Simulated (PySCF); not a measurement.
# How methods differ on the ionisation energy of Sb⁺

Sb⁺ [Kr] 4d10 5s2 5p2 [5p1/2^2, M_J = 0] → Sb²⁺ [Kr] 4d10 5s2 5p1 [5p1/2^1, M_J = 1/2], as a difference of total energies. All numbers are calculated (PySCF 2.14, the two-component X2C-1e Hamiltonian, in x2c-TZVPPall-2c with one added diffuse shell each of s, p, d, f type (9s10p6d3f, 90 functions)). Correlated levels: [Kr] frozen; the 14 highest virtual spinors dropped. "Screened" scales the spin-orbit matrix elements by Boettger's factors to mimic the two-electron term; Breit and QED terms are absent.

| method | ionisation energy (eV) | error (eV) |
| --- | --- | --- |
| GHF (screened spin-orbit) | 15.295 | -1.331 |
| GMP2 (screened spin-orbit) | 16.157 | -0.469 |
| GCCSD (screened spin-orbit) | 16.354 | -0.272 |
| GCCSD(T) (screened spin-orbit) | 16.486 | -0.140 |

Reference: 16.626 ± 0.025 eV (measured; NIST Atomic Spectra Database, ionization energies).

Errors of the correlated levels include the incompleteness of this basis and the frozen core.

The labels give the starting determinants; with spin-orbit coupling the two ends relaxed to ⟨J²⟩ = 0.00, ⟨L²⟩ = 1.35, ⟨S²⟩ = 1.35 and ⟨J²⟩ = 0.77, ⟨L²⟩ = 2.05, ⟨S²⟩ = 0.78.

The coupled-cluster amplitudes are large for Sb⁺ (T1 above 0.03 or a double amplitude above 0.15), so a single reference is strained.
